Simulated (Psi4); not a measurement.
Noncovalent pair: CH4 (SMILES C) (first 5 atoms) with C2H2 (SMILES C#C); geometry from B3LYP-D3(BJ)/def2-TZVP, rigid monomers moved along the line of their centres of mass till C1···H9 is 5.00 Å.
(charge 0, multiplicity 1):
| atom | x (Å) | y (Å) | z (Å) |
|---|---|---|---|
| C | 0.0093 | 0.2116 | -0.5070 |
| H | 0.1602 | 0.3076 | -1.5811 |
| H | 0.9668 | 0.0228 | -0.0233 |
| H | -0.4202 | 1.1361 | -0.1218 |
| H | -0.6693 | -0.6188 | -0.3136 |
| C | 0.1112 | -0.5927 | 6.6264 |
| C | -0.1600 | -0.4239 | 5.4729 |
| H | 0.3550 | -0.7429 | 7.6497 |
| H | -0.3997 | -0.2743 | 4.4483 |

The numbers are results of SAPT0/jun-cc-pV(D+d)Z in Psi4, not measurements.

### Question
Which attractive term is largest, and how does the interaction split up?

### Answer
electrostatics -0.1, exchange 0.0, induction 0.0, dispersion -0.1, total -0.2 kJ/mol; the largest attraction is dispersion.
